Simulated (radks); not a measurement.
The numbers below are computed, except where a source is named.
Question: Valence configurations of La II (all share [Xe]). Level of theory: Dirac Kohn-Sham, BLYP, spin-unpolarised, spherical densities, finite nucleus; open shells fill j = l - 1/2 first; Fermi nuclear charge, rms radius 4.855 fm (a radial shooting solver on a logarithmic mesh with Libxc functionals). Order these by energy: 5d1 6s1; 6p2; 5d1.5 6s0.5; 5d1 6p1; 5d0.5 6p1.5; 5d2; 5d1.5 6p0.5; 6s2; 4f0.5 5d1.5; 4f1 5d1.

Answer: From the lowest, in eV above it: 5d1.5 6s0.5 0.000; 5d1 6s1 0.004; 5d2 0.126; 4f0.5 5d1.5 0.180; 6s2 0.450; 4f1 5d1 1.110; 5d1.5 6p0.5 1.338; 5d1 6p1 2.801; 5d0.5 6p1.5 4.539; 6p2 6.563. NIST lists [Xe] 5d2 as the ground configuration; this level of theory puts 5d1.5 6s0.5 lower, by 0.126 eV. The energies are those of spherical spin-averaged densities, not of single terms.
